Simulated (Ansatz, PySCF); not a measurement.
Spin states of FOV (SMILES [O]=[V][F]), each relaxed with B3LYP-D3(BJ)/def2-TZVP.
State 1 (charge 0, multiplicity 3):
```xyz
3

V      0.19182    -0.13323     0.22352
O      1.26938    -0.23993    -0.94803
F     -1.49437     0.42053     0.65419
```
State 2 (charge 0, multiplicity 1):
| atom | x (Å) | y (Å) | z (Å) |
|---|---|---|---|
| V | 0.2009 | -0.1420 | 0.2422 |
| O | 1.2479 | -0.2313 | -0.9481 |
| F | -1.4819 | 0.4207 | 0.6356 |

Singlets are restricted, other states unrestricted; no spin–orbit coupling, no relativity up to Kr; see below for the cores. The largest T1 diagnostic is 0.076.

Correlated levels freeze the inner cores; with def2 sets outer-core shells near the valence are correlated too.

Programs: Ansatz (Gaussian orbitals); PySCF for the dispersion terms. Each number belongs to the level named beside it.

```tsv
level	energy of the multiplicity-1 state less that of the multiplicity-3 state (kcal/mol)
BLYP-D3(BJ)/def2-TZVPP	21.23
B97M-V/def2-TZVPP	?
B3LYP/def2-TZVPP	22.61
B3LYP-D3(BJ)/def2-TZVPP	22.60
PBE0/def2-TZVPP	26.78
PBE0-D3(BJ)/def2-TZVPP	26.77
PBE0-D4/def2-TZVPP	26.77
CAM-B3LYP/def2-TZVPP	?
B2PLYP/def2-TZVPP	22.21
```

Question: Complete the blanks.

Answer: 
- B97M-V/def2-TZVPP, energy of the multiplicity-1 state less that of the multiplicity-3 state (kcal/mol): 19.26
- CAM-B3LYP/def2-TZVPP, energy of the multiplicity-1 state less that of the multiplicity-3 state (kcal/mol): 23.62

Doubts at one or more of the structures used: a restricted determinant that unrestricted orbitals would lower (B2PLYP/def2-TZVPP).

Ansatz is a first-principles code.
